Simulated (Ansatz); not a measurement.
Molecule: CdI₂, charge 1, multiplicity 2. The spin state was set by rule; other spins were not relaxed. 
Geometry from a B3LYP-D3(BJ)/def2-TZVP (Ansatz, a quantum-chemistry and plane-wave program) optimisation:
```
Cd
I 1 2.6376
I 1 2.6376 2 180.00
```
Charge +1, spin multiplicity 2.

Parts of the frozen-core correlation energy in def2-TZVPP (Ansatz, hartree). Frozen orbitals: 22; correlated occupied orbitals by spin: 13 and 12; virtual: 121 and 122. UHF or UKS for open shells. Spin-orbit coupling is left out. Past Kr the def2 sets carry scalar-relativistic core potentials.

```
term                            value
-------------------------  ----------
reference (HF)             -759.99289
MP2 opposite-spin            -0.45220
MP2 same-spin                -0.21715
CCSD correlation             -0.66978
(T)                          -0.02542
T1 diagnostic                   0.026
largest doubles amplitude       0.057
<S^2> of the reference          0.760
```
